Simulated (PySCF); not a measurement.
C3H8GeN2.
Atom-mapped SMILES: `[GeH3:1][N:2]1[CH2:3][CH2:4][CH:5]=[N:6]1` (hydrogens: H7, H8, H9 on Ge1; H10, H11 on C3; H12, H13 on C4; H14 on C5)

Computed with PBE0-D3(BJ)/def2-SVP geometry optimisation, gas phase in PySCF.

Q: Give the optimised bond lengths and angles.

A: 
```json
{"bond": "Ge1–N2", "length (Å)": "1.845", "order": "single"}
{"bond": "N2–C3", "length (Å)": "1.466", "order": "single"}
{"bond": "C3–C4", "length (Å)": "1.534", "order": "single"}
{"bond": "C4–C5", "length (Å)": "1.507", "order": "single"}
{"bond": "C5=N6", "length (Å)": "1.280", "order": "double"}
{"bond": "N2–N6", "length (Å)": "1.361", "order": "single"}
{"bond": "Ge1–H7, Ge1–H9", "length (Å)": "1.535", "order": "single"}
{"bond": "Ge1–H8", "length (Å)": "1.546", "order": "single"}
{"bond": "C3–H10, C3–H11", "length (Å)": "1.104", "order": "single"}
{"bond": "C4–H12, C4–H13", "length (Å)": "1.103", "order": "single"}
{"bond": "C5–H14", "length (Å)": "1.092", "order": "single"}
```

Bonds in one row agree within 0.01 Å and their mean is given. Orders are formal, as drawn. A selection of angles:
```json
{"angle": "N2–Ge1–H7", "degrees": "105.5"}
{"angle": "N2–Ge1–H8", "degrees": "111.6"}
{"angle": "N2–Ge1–H9", "degrees": "107.6"}
{"angle": "H7–Ge1–H8", "degrees": "109.5"}
{"angle": "H7–Ge1–H9", "degrees": "111.9"}
{"angle": "Ge1–N2–C3", "degrees": "126.1"}
{"angle": "Ge1–N2–N6", "degrees": "116.8"}
{"angle": "C3–N2–N6", "degrees": "110.4"}
{"angle": "N2–C3–C4", "degrees": "102.3"}
{"angle": "N2–C3–H10", "degrees": "111.1"}
{"angle": "C4–C3–H10", "degrees": "110.5"}
{"angle": "C4–C3–H11", "degrees": "113.7"}
{"angle": "H10–C3–H11", "degrees": "107.9"}
{"angle": "C3–C4–C5", "degrees": "100.1"}
{"angle": "C3–C4–H12", "degrees": "112.3"}
{"angle": "C3–C4–H13", "degrees": "113.2"}
{"angle": "C5–C4–H12", "degrees": "110.1"}
{"angle": "C5–C4–H13", "degrees": "113.9"}
{"angle": "H12–C4–H13", "degrees": "107.2"}
{"angle": "C4–C5–N6", "degrees": "113.0"}
{"angle": "C4–C5–H14", "degrees": "126.3"}
{"angle": "N6–C5–H14", "degrees": "120.5"}
{"angle": "N2–N6–C5", "degrees": "110.0"}
```

Dihedral angles: Ge1–N2–C3–C4 170° (antiperiplanar); N2–C3–C4–C5 -19° (synperiplanar); C3–C4–C5–N6 14° (synperiplanar); C4–C5–N6–N2 -2° (synperiplanar); Ge1–N2–N6–C5 -165° (antiperiplanar). The mirror-image conformer, all signs reversed, is as good.

The 5-membered ring N2–C3–C4–C5–N6 has internal angles of 100.1° to 113.0°; it is puckered, 0.09 Å rms from its mean plane, widest ring torsion 20°. N2 (nitrogen bonded to C, Ge and N) has angles 126.1°, 116.8° and 110.4°, sum 353.4°, 0.23 Å off the plane of its three neighbours. Ge1 (germanium bonded to N and 3 H) is distorted tetrahedral (angles from 105.5° to 111.9°). The C–N distances run from 1.280 Å (C5=N6, drawn double) to 1.466 Å (N2–C3, drawn single), a spread of 0.186 Å. The C–C distances run from 1.507 Å (C4–C5, drawn single) to 1.534 Å (C3–C4, drawn single), a spread of 0.027 Å.

Point group: C1 (no symmetry element, even within 0.4 Å). No frequency check. The numbers are those of one conformer.
